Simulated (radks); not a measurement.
Results of a calculation; reference values are marked as such.
Q: Ce X, 49 electrons, occupied as [Kr] 4d10 5s2 5p1. Code: a radial shooting solver on a logarithmic mesh with Libxc functionals. Model: Dirac Kohn-Sham, LDA (Slater exchange, Perdew-Wang correlation), spin-unpolarised, spherical densities, finite nucleus; open shells fill j = l - 1/2 first; Fermi nuclear charge, rms radius 4.8771 fm.

Spin-orbit splittings of the eigenvalues, e(l+1/2) - e(l-1/2), with zeta = 2 splitting/(2l+1) and mean radii in bohr:

| shell | occ. | splitting (eV) | zeta (eV) | <r> j=l-1/2 | <r> j=l+1/2 |
|---|---|---|---|---|---|
| 2p | 6 | 446.1 | 297.4 | 0.08798 | 0.09418 |
| 3p | 6 | 87.66 | 58.44 | 0.2682 | 0.2804 |
| 3d | 10 | 18.85 | 7.538 | 0.2514 | 0.2552 |
| 4p | 6 | ? | ? | 0.6501 | 0.6764 |
| 4d | 10 | 3.482 | 1.393 | 0.7218 | 0.7306 |
| 5p | 1 | 4.442 | 2.961 | 1.437 | 1.482 |

Estimate the 4p splitting.

A: 19.38 eV (zeta = 12.92 eV).
